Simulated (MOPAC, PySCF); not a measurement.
Complex: CH4 (SMILES C) (first 5 atoms) with CH4S (SMILES CS); geometry from B3LYP-D3(BJ)/def2-TZVP, rigid monomers moved along the line of their centres of mass till C1···H8 is 2.70 Å.
(charge 0, multiplicity 1):
```xyz
11

C     -0.0525     0.0752    -0.0999
H     -1.1168     0.0208     0.1285
H      0.4935     0.4084     0.7816
H      0.3037    -0.9091    -0.4018
H      0.1048     0.7805    -0.9149
C     -0.2749    -1.2553     3.1974
S      0.2366     0.4519     3.5782
H     -0.2970    -1.4289     2.1239
H      0.4773    -1.9033     3.6442
H     -1.2424    -1.4848     3.6387
H     -0.7820     1.0712     2.9602
```

Interaction energies are E(AB) − E(A) − E(B) at the monomers' geometry in the complex; basis-set methods are counterpoise corrected. Rows marked so take none.

Rows in 6-311+G** carry no dispersion term and start afresh at each structure. The state reached by PM3, PM6 isn't checked.

Codes used: MOPAC for PM3, PM6 (differences of heats of formation); PySCF for 6-311+G** rows. 

### Question
What interaction energy does B3LYP/6-311+G** (no counterpoise) give?

### Answer
49 meV

### Question
What interaction energy does PM6 give?

### Answer
9 meV

### Question
Estimate the interaction energy that PM3 returns for this input.

### Answer
-11 meV
